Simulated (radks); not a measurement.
Values are calculated unless marked as measured or tabulated.
Ionisation of Ga3+, [Ar] 3d10, to Ga4+, [Ar] 3d9, under several functionals. Scalar-relativistic Kohn-Sham, spin-polarised, spherical densities, finite nucleus; open shells are filled with parallel spins first; a radial shooting solver on a logarithmic mesh with Libxc functionals.

functional                                      E(Ga3+) (hartree)  Exc (hartree)  IE (eV)  -e(HOMO) (eV)  <r> HOMO (bohr)  IE error (eV)
exchange-only B88                                     -1940.77794      -73.68305   62.227         51.231           0.7896         -1.014
exchange-only LDA                                     -1936.31683      -69.14620   62.006         51.032           0.7902         -1.235
exchange-only r2SCAN                                  -1940.74257      -73.64341   62.527         51.592           0.7855         -0.714
revPBE                                                -1941.96502      -74.90200   63.435         52.363           0.7868         +0.194
B86b exchange with PBE correlation                    -1942.16629      -75.10159   63.592         52.522           0.7872         +0.351
LDA (Slater exchange, Perdew-Wang correlation)        -1938.94407      -71.82190   63.921         52.851           0.7871         +0.680
TASK exchange with Perdew-Wang LDA correlation        -1941.54389      -74.49550   63.825         52.789           0.7746         +0.584
LDA (Slater exchange, VWN5 correlation)               -1938.95667      -71.83482   63.930         52.859           0.7871         +0.689
SOGGA                                                 -1940.10477      -73.00958   63.388         52.324           0.7868         +0.147

NIST Atomic Spectra Database: 63.24 eV (measured). Closest: SOGGA. The Delta-SCF values span 1.92 eV, the total energies 5.85 hartree. The highest occupied level is 3d. Open shells are spherical and high-spin; term and fine-structure splittings are not resolved.
